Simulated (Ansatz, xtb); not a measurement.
# C6H6N2: which of two isomers lies lower

We compare I, `N#C[C@H]1C[C@H](C#N)C1`, a singlet, with II, `N#C[C@H]1C[C@@H](C#N)C1`, a singlet. Both are isolated molecules in the gas phase, relaxed with r2SCAN-D4/def2-SVP.

Problem. Estimate which is lower in electronic energy at CCSD(T)/def2-SVP + ΔMP2/def2-TZVPP, and by roughly how much.

Solution. CCSD(T)/def2-SVP + ΔMP2/def2-TZVPP gives E(II) − E(I) = −0.18 kcal/mol, slightly favouring structure II, which is too small a margin to settle the true order.

The same difference at several levels:

```tsv
level	geometry	E(II) − E(I) (kcal/mol)	departure from the last row (kcal/mol)	job, with rough time for the two
r2SCAN-D4/def2-SVP	r2SCAN-D4/def2-SVP	−0.34	−0.16	optimisation, 85 s
HF/def2-SVP	r2SCAN-D4/def2-SVP	−0.44	−0.25	part of the CCSD(T) run
MP2/def2-SVP	r2SCAN-D4/def2-SVP	−0.18	0.00	part of the CCSD(T) run
CCSD(T)/def2-SVP	r2SCAN-D4/def2-SVP	−0.15	+0.03	single point
CCSD(T)/def2-SVP + ΔMP2/def2-TZVPP	r2SCAN-D4/def2-SVP	−0.18		single point, 2.5 min
```

As drawn, both hold the same kinds of bond in the same numbers.

The largest departure from CCSD(T)/def2-SVP + ΔMP2/def2-TZVPP is that of HF/def2-SVP, 0.25 kcal/mol. No reliable frequencies are at hand for II, so it isn't confirmed as a minimum. Levels run at GFN2-xTB geometries aren't shown. The last row adds to CCSD(T) the change of the MP2 difference between the two basis sets, here −0.03 kcal/mol.

The correlated steps freeze 8 core orbitals. Run with Ansatz 0.2.0, xtb 6.7.1; the last row on 2 threads of Arm Neoverse V2 on a shared host.
